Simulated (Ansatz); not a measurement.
Stepwise reaction of `[SiH3][O][In]([O][SiH3])[O][SiH3]` with hydrogen fluoride, as a gas-phase model of exchange steps in deposition or etching. ΔE in kJ/mol.

Computed with Ansatz on PBE0-D4/def2-TZVP structures; ΔE is electronic, products minus reactants. CCSD(T)/CBS adds triple-zeta CCSD(T) − MP2 to the extrapolated MP2 energy (def2 sets, frozen cores). This one scheme is used for every species. Functionals use def2-TZVPP. B3LYP here is the variant with VWN-RPA as its local correlation; programs differ in this. Elements past krypton have def2 core potentials. For In outer-core shells are correlated without core-valence functions, which leaves a few kJ/mol of doubt a bond. Each species was taken in one conformer, which may not be the lowest.

```tsv
step	reaction	PBE-D4	B3LYP-D4	ωB97M-V	CCSD(T)/CBS
1	`[SiH3][O][In]([O][SiH3])[O][SiH3]` + H–F → `[F][In]([O][SiH3])[O][SiH3]` + `O[SiH3]`	-14.8	-11.0	-13.0	-1.7
2	`[F][In]([O][SiH3])[O][SiH3]` + H–F → `[F][In]([F])[O][SiH3]` + `O[SiH3]`	-14.6	-12.0	-12.5	-0.4
3	`[F][In]([F])[O][SiH3]` + H–F → `[F][In]([F])[F]` + `O[SiH3]`	-13.9	-10.7	-11.2	0.6
```

**Question.** By hand: ΔE of the 3 steps together at CCSD(T)/CBS.

**Answer.** (-1.7) + (-0.4) + (0.6) = -1.5 kJ/mol, or -0.5 kJ/mol a step.

In ΔE the steps differ by no more than 2.3 kJ/mol. PBE-D4 differs from CCSD(T)/CBS by -14.5 to -13.1 kJ/mol a step. Isolated molecules leave out the surface, adducts and barriers. Largest T1 diagnostic: 0.018.
